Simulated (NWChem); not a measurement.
## Correlation energy of HCl$_{2}$Ge

```xyz
4

Cl    -0.5506    -0.3191     1.7539
Ge     0.5255     0.3509     0.0000
Cl    -0.5506    -0.3191    -1.7539
H      1.9033    -0.3765     0.0000
```
Charge 0, spin multiplicity 2.

All runs are NWChem calculations. Structure: optimised with UPBE0/def2-SVP, a minimum by its harmonic frequencies.

Basis set: def2-SVP. Each correlation energy counts from its own Hartree-Fock reference.

The Hamiltonian is non-relativistic. The correlated methods keep 19 core orbitals frozen. The structure started from a generated list of species. The unpaired electrons of the parent sit in orbitals of symmetry a' (Cs labels of the run); other states weren't searched. The stability of the SCF solutions was not checked. Open-shell Hartree-Fock references start from PBE0 orbitals. Coupled-cluster values serve here as a point of comparison, not as the truth.

```
method           correlation energy (mHa)
---------------  ------------------------
CCSD[T] on ROHF                    -510.1
CCSD[T] on UHF                          …
CCSD on UHF                             …
UMP2                                    …
SCS-UMP2                           -445.5
CCSD(T) on UHF                     -506.9
CCSD(T) on ROHF                    -509.1
CCSD on ROHF                            …
```

### Question
Fill in the missing entries.

### Answer

- CCSD[T] on UHF, correlation energy (mHa): -507.8
- CCSD on UHF, correlation energy (mHa): -494.3
- UMP2, correlation energy (mHa): -470.2
- CCSD on ROHF, correlation energy (mHa): -496.3
